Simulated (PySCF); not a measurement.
F4Se, charge +1, multiplicity 2. Atoms are numbered in the order given.

```xyz
5

Se     0.0000     0.0000     0.1986
F      0.0000     1.7422     0.5096
F      0.0000    -1.7422     0.5096
F      1.3069     0.0000    -0.8848
F     -1.3069     0.0000    -0.8848
```
Charge +1, spin multiplicity 2.

Coordinates come from a PBE-D3(BJ)/def2-SVP optimisation.

The numbers are results of TDA-PBE/def2-SVPD run with PySCF, not measurements.

Vertical excitations. 

Computed excitation energies, oscillator strengths and character:
```json
[
 {"state": "root 1", "energy (eV)": "2.43", "λ (nm)": "510", "f": "0.000", "main pairs": "β HOMO→LUMO 100 %"},
 {"state": "root 2", "energy (eV)": "2.56", "λ (nm)": "485", "f": "0.002", "main pairs": "β HOMO−1→LUMO 98 %"},
 {"state": "root 3", "energy (eV)": "2.69", "λ (nm)": "460", "f": "0.002", "main pairs": "β HOMO−2→LUMO 99 %"},
 {"state": "root 4", "energy (eV)": "3.01", "λ (nm)": "412", "f": "0.001", "main pairs": "β HOMO−3→LUMO 99 %"},
 {"state": "root 5", "energy (eV)": "3.27", "λ (nm)": "379", "f": "0.000", "main pairs": "β HOMO−4→LUMO 100 %"},
 {"state": "root 6", "energy (eV)": "3.77", "λ (nm)": "329", "f": "0.000", "main pairs": "β HOMO−6→LUMO 100 %"},
 {"state": "root 7", "energy (eV)": "3.96", "λ (nm)": "313", "f": "0.038", "main pairs": "β HOMO−5→LUMO 90 %"},
 {"state": "root 8", "energy (eV)": "4.00", "λ (nm)": "310", "f": "0.008", "main pairs": "β HOMO−7→LUMO 95 %"},
 {"state": "root 9", "energy (eV)": "5.48", "λ (nm)": "226", "f": "0.024", "main pairs": "α HOMO→LUMO 96 %"},
 {"state": "root 10", "energy (eV)": "5.98", "λ (nm)": "207", "f": "0.012", "main pairs": "α HOMO→LUMO+1 73 %, β HOMO−8→LUMO 21 %"}
]
```
Unrestricted roots are not spin-pure.
